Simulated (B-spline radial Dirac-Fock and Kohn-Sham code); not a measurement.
Photoionisation of carbon ions at Mo Kα (17479.3 eV)

Level of theory: the independent-particle Dirac-Slater model, thresholds from Dirac-Fock; a radial B-spline solver. Cross sections in kb; a dash marks an empty subshell or a threshold above the photon energy.

```
ion  configuration     total       1s        2s     2p1/2     2p3/2
  C   [He] 2s2 2p2  0.006767  0.00643  0.000340  3.52e-07  6.83e-07
 C⁺   [He] 2s2 2p1  0.006828  0.00644  0.000392  2.31e-07  4.49e-07
C²⁺       [He] 2s2  0.006910  0.00646  0.000453         –         –
C⁴⁺            1s2  0.006683  0.00668         –         –         –
```

Values without a named source are computed, but for edge energies of neutral atoms, which are taken from tables.
